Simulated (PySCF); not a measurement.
Two species compared at the same levels of theory.

First species: C6H7F3Si.
Cartesian coordinates in Å at the PBE0-D3(BJ)/def2-SVP level; atoms count from 1:
```
atom  x, y, z in Å
C1    -2.649    0.201   -0.257
C2    -1.244   -0.206    0.051
C3    -0.869   -1.320    0.723
Si4    0.994   -1.343    0.836
C5     1.123    0.282   -0.106
C6     2.336    1.051   -0.485
F7     2.053    2.180   -1.144
F8     3.145    0.326   -1.270
F9     3.051    1.391    0.597
C10   -0.132    0.668   -0.402
H11   -3.376   -0.518    0.142
H12   -2.869    1.194    0.171
H13   -2.802    0.285   -1.346
H14   -1.603   -2.032    1.108
H15    1.646   -2.479    0.121
H16    1.534   -1.260    2.225
H17   -0.349    1.590   -0.955
```

Second species: C₂H₉NSi.
InChI=1S/C2H9NSi/c3-1-2-4/h1-3H2,4H3

Levels: PBE0/def2-SVPD for dipole moment, HOMO energy, LUMO energy, HOMO–LUMO gap, static isotropic polarisability and electronic spatial extent ⟨r²⟩ about the centre of nuclear charge; TDDFT PBE0/def2-SVPD for lowest singlet excitation; TDA PBE0/def2-SVPD for lowest triplet excitation (Tamm–Dancoff); ΔSCF PBE0/def2-SVPD for vertical ionisation energy; PBE0-D3(BJ)/def2-SVP for rotational constant A and rotational constant C. Geometries: PBE0-D3(BJ)/def2-SVP. Each structure is a single optimised conformer of the isolated species, non-relativistic unless stated; the electronic structure was computed with PySCF and density fitting.

Dipoles, sizes and rotational constants follow the conformer. The torsions of the flexible species, by atom-mapped SMILES:
- `[CH3:1][C:2]1=[CH:3][SiH2:4][C:5]([C:6]([F:7])([F:8])[F:9])=[CH:10]1`: Si4–C5–C6–F7 -179°
- `[NH2:1][CH2:2][CH2:3][SiH3:4]`: N1–C2–C3–Si4 45°, H–N1–C2–C3 69°, H–N1–C2–C3 -171°

```csv
property,column X,column Y
dipole moment,3.45 D,2.30 D
HOMO energy,-7.25 eV,-7.14 eV
LUMO energy,-2.04 eV,0.49 eV
HOMO–LUMO gap,5.21 eV,7.63 eV
lowest singlet excitation,4.38 eV,6.29 eV
lowest triplet excitation (Tamm–Dancoff),2.68 eV,6.02 eV
static isotropic polarisability,97.7 au,64.1 au
vertical ionisation energy,9.02 eV,9.37 eV
electronic spatial extent ⟨r²⟩ about the centre of nuclear charge,1817 bohr²,487 bohr²
rotational constant A,1.965 GHz,10.017 GHz
rotational constant C,0.612 GHz,2.914 GHz
```

Q: Which column belongs to which species?

A: Column X is the first species and column Y the second. The first has 17 atoms and 84 electrons, the second 13 and 42.

Q: How does each property change from the first species to the second?

A: dipole moment -1.15 D; HOMO energy +0.11 eV; LUMO energy +2.53 eV; HOMO–LUMO gap +2.42 eV; lowest singlet excitation +1.91 eV; lowest triplet excitation (Tamm–Dancoff) +3.34 eV; static isotropic polarisability -33.6 au; vertical ionisation energy +0.35 eV; electronic spatial extent ⟨r²⟩ about the centre of nuclear charge -1330 bohr²; rotational constant A +8.052 GHz; rotational constant C +2.302 GHz.

On the first: No computed singlet falls in the visible range (750 to 380 nm, 1.65 to 3.26 eV); S1 lies 1.12 eV above its blue end. The vertical singlet–triplet gap S1 − T1 is 1.70 eV (TDDFT singlet less Tamm–Dancoff triplet; S1: HOMO→LUMO, weight 0.98; T1: HOMO→LUMO, weight 0.96).

On the second: The principal polarisabilities are 57.6, 62.6 and 72.2 au; their mean is the isotropic value. The ΔSCF ionisation energy exceeds −ε(HOMO) by 2.23 eV with PBE0.
